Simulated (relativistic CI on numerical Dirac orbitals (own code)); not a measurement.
**Tc³⁺ (4d4) in a crystal field**

Calculated by Dirac-Coulomb-Breit CI, orbitals from a KLI potential per configuration, QED by a radiative potential, valence Slater integrals scaled by 0.7, one configuration in a parametric crystal field (own radial code).

Field parameters in Wybourne normalisation: Oh B⁴₀ = 21Dq, B⁴₄ = √(5/14) B⁴₀. The field is a parameter set, without covalency.

S is read from ⟨S²⟩ = S(S + 1).

Powder χT (cm³ K mol⁻¹) by Van Vleck's formula, with temperature-independent terms:

```
                Field      2 K     5 K    10 K    20 K   50 K  100 K  200 K  300 K
 Oh, 10Dq = 6000 cm⁻¹   0.0326  0.0814   0.163   0.326  0.809   1.45   2.04   2.27
Oh, 10Dq = 15550 cm⁻¹  0.00897  0.0224  0.0448  0.0897  0.224  0.448  0.881   1.23
Oh, 10Dq = 20350 cm⁻¹  0.00882  0.0221  0.0441  0.0882  0.221  0.441  0.864   1.19
Oh, 10Dq = 25100 cm⁻¹  0.00927  0.0232  0.0464  0.0927  0.232  0.464  0.903   1.23
Oh, 10Dq = 29900 cm⁻¹   0.0096   0.024   0.048   0.096   0.24   0.48  0.931   1.26
Oh, 10Dq = 34700 cm⁻¹  0.00983  0.0246  0.0492  0.0983  0.246  0.491   0.95   1.27
Oh, 10Dq = 39500 cm⁻¹     0.01   0.025  0.0501     0.1   0.25  0.501  0.965   1.29
Oh, 10Dq = 44250 cm⁻¹   0.0102  0.0254  0.0508   0.102  0.254  0.508  0.977    1.3
```

(1) For Oh, 10Dq = 34700 cm⁻¹: what effective moment follows at 300 K?

Results:

(1) μ_eff = √(8χT) = 3.19 μB. The ground level has S = 1.00; the spin-only moment for S = 1 is 2.83 μB. The difference comes from the orbital moment, spin-orbit mixing of terms and temperature-independent paramagnetism, all larger in this ionic model than in covalent complexes. The ground level is a non-magnetic singlet, so χT starts at zero and rises through temperature-independent paramagnetism and the filling of excited levels.
